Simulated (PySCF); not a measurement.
C₈H₉PS.
Cartesian coordinates in Å at the PBE0-D3(BJ)/def2-SVP level; atoms count from 1:
```xyz
19
C8H9PS angstrom
S     -4.1924    0.6179    0.3424
P     -2.3077    0.3452    0.6943
C     -1.4184   -1.0968   -0.0369
C      0.0194   -0.6543   -0.0414
C      1.1226   -1.5073   -0.0824
C      2.4110   -0.9758   -0.0763
C      2.6011    0.4055   -0.0204
C      1.5034    1.2632    0.0304
C      0.2106    0.7401    0.0157
C     -1.0560    1.5500    0.0723
H     -1.9244    0.2357    2.0645
H     -1.6054   -2.0221    0.5266
H     -1.8264   -1.2316   -1.0540
H      0.9742   -2.5897   -0.1170
H      3.2744   -1.6442   -0.1079
H      3.6132    0.8170   -0.0089
H      1.6531    2.3445    0.0837
H     -1.4021    1.8703   -0.9260
H     -0.9940    2.4435    0.7100
```

The closed-shell ground state was solved at several levels (PySCF, density fitting, gas phase, non-relativistic).

| level | basis functions | total energy (Eh) | HOMO (eV) | LUMO (eV) | gap (eV) | dipole (D) |
| --- | --- | --- | --- | --- | --- | --- |
| B97-2/pcSseg-1 | 229 | -1049.7106 | -6.40 | -0.87 | 5.53 | 4.67 |
| wB97X-D/def2-SVPD | 283 | -1049.2953 | -8.43 | 0.82 | 9.25 | 4.87 |

(1) What might PBE0/pcSseg-1 (229 basis functions) give for the same quantities?

(2) Over all these levels, which gives the widest orbital gap and which the narrowest?

(3) How far do the dipole and the HOMO energy spread over the levels?

Answers

(1) Total energy -1049.1362 Eh, HOMO -6.64 eV, LUMO -0.84 eV, gap 5.80 eV, dipole 4.67 D.

(2) wB97X-D/def2-SVPD (range-separated hybrid) has the widest, 9.25 eV, and B97-2/pcSseg-1 (global hybrid, 21 % exact exchange) the narrowest, 5.53 eV. Functional and basis both differ between the two, so the spread mixes both effects.

(3) The dipole runs from 4.67 to 4.87 D (mean 4.74 D) and the HOMO from -8.43 to -6.40 eV.

One conformer stands for the species.

The pairwise dispersion term of wB97X-D wasn't added to the energies; at a given geometry it leaves orbitals and properties as they are.
